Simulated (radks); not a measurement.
The numbers below are computed, except where a source is named.
Effect of the nuclear size on the arsenic ion As3+, [Ar] 3d10 4s2. Level of theory: Dirac Kohn-Sham, BLYP, spin-unpolarised, spherical densities, finite nucleus; Fermi nuclear charge, rms radius 4.0968 fm (a radial shooting solver on a logarithmic mesh with Libxc functionals). The rms radius is varied about that value; shifts are against it.

rms radius (fm) = 3.6707: total energy shift (eV) -0.0783; density at nucleus (e/bohr^3) 3.585e+04; 1s1/2 shift (meV) -33.2; 2s1/2 shift (meV) -3.27; 2p1/2 shift (meV) 0.265; 3s1/2 shift (meV) -0.489; 3p1/2 shift (meV) 0.056; 4s1/2 shift (meV) -0.048
rms radius (fm) = 3.8305: total energy shift (eV) -0.0499; density at nucleus (e/bohr^3) 3.575e+04; 1s1/2 shift (meV) -21.2; 2s1/2 shift (meV) -2.08; 2p1/2 shift (meV) 0.169; 3s1/2 shift (meV) -0.312; 3p1/2 shift (meV) 0.035; 4s1/2 shift (meV) -0.031
rms radius (fm) = 4.0968: total energy shift (eV) 0; density at nucleus (e/bohr^3) 3.559e+04; 1s1/2 shift (meV) 0.000; 2s1/2 shift (meV) 0.000; 2p1/2 shift (meV) 0.000; 3s1/2 shift (meV) 0.000; 3p1/2 shift (meV) 0.000; 4s1/2 shift (meV) 0.000
rms radius (fm) = 4.3098: total energy shift (eV) 0.0421; density at nucleus (e/bohr^3) 3.546e+04; 1s1/2 shift (meV) 17.9; 2s1/2 shift (meV) 1.76; 2p1/2 shift (meV) -0.143; 3s1/2 shift (meV) 0.263; 3p1/2 shift (meV) -0.030; 4s1/2 shift (meV) 0.026
rms radius (fm) = 4.8014: total energy shift (eV) 0.147; density at nucleus (e/bohr^3) 3.521e+04; 1s1/2 shift (meV) 62.4; 2s1/2 shift (meV) 6.13; 2p1/2 shift (meV) -0.497; 3s1/2 shift (meV) 0.918; 3p1/2 shift (meV) -0.104; 4s1/2 shift (meV) 0.091

Slopes of the eigenvalues against <r^2> in GHz/fm^2, as finite differences over the two radii next to the reference (eigenvalue slopes, not the field-shift constants of lines): 1s1/2 2420, 2s1/2 238, 2p1/2 -19.3, 3s1/2 35.6, 3p1/2 -4.05, 4s1/2 3.52.
